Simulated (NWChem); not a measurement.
Species: BSiH$_{3}$OF$_{2}$; SMILES [SiH3]OB(F)F

```xyz
8

B     -0.0291     0.9795     0.0000
F     -0.7507     2.0831     0.0000
F      1.2921     1.1070     0.0000
O     -0.6202    -0.2228     0.0000
Si    -0.0138    -1.7933     0.0000
H      0.8105    -2.0110     1.2218
H      0.8105    -2.0110    -1.2218
H     -1.1921    -2.6980     0.0000
```
Atoms are numbered in this order, from 1.

All runs: NWChem. Structure relaxed at the PBE0/def2-SVP level. Total energies compare along this basis series because the functional is fixed.

```csv
level,basis functions,energy (Ha),highest occupied level (eV),orbital gap (eV),dipole (D)
PBE0/pcseg-1,89,-590.7557,-9.73,9.52,2.13
PBE0/aug-pcseg-1,146,-590.7713,-9.72,9.18,1.91
PBE0/pcseg-2,196,-590.9813,-9.71,9.36,1.95
PBE0/STO-3G,32,-583.2545,___,___,___
PBE0/def2-SVP,89,-590.5119,-9.62,9.90,1.92
```

Question: Some entries are withheld; supply them.

Answer: 
- PBE0/STO-3G, highest occupied level (eV): -5.42
- PBE0/STO-3G, orbital gap (eV): 11.09
- PBE0/STO-3G, dipole (D): 1.62
